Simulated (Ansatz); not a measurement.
Calculated with Ansatz (gas phase, PBE0-D4/def2-TZVP geometries, no zero-point term in ΔE). CCSD(T)/CBS is the MP2 limit (def2-TZVPP, def2-QZVPP) plus CCSD(T) − MP2 in def2-TZVPP, frozen cores. DFT in def2-TZVPP. One conformer a species, not always the lowest.

Consider the redistribution: `CN[SiH](C)N` + `O[BH][AlH2]` → `C[SiH](N)O` + `CN[BH][AlH2]`.

```tsv
species	r2SCAN-D4 energy (Eh)
`CN[SiH](C)N`	-481.24636
`O[BH][AlH2]`	-344.86748
`C[SiH](N)O`	-461.85145
`CN[BH][AlH2]`	-364.28888
```

Task: Work out ΔE.

Result: ΔE = (-461.85145) + (-364.28888) − (-481.24636) − (-344.86748) = -0.02649 Eh = -0.72 eV. CCSD(T)/CBS gives -0.70 eV.

Largest T1 diagnostic among the species: 0.014.

The D4 term adds +0.04 eV with B3LYP and +0.02 eV with PBE0; it sums over pairs of atoms, weighted by their polarisabilities, and B3LYP, whose exchange is more repulsive, gets the larger term. In def2-TZVPP, CCSD(T) changes the Hartree–Fock value by −0.07 eV (the triples alone add −0.02 eV) and MP2 by −0.09 eV.

B3LYP here is the variant with VWN-RPA as its local correlation; programs differ in this.
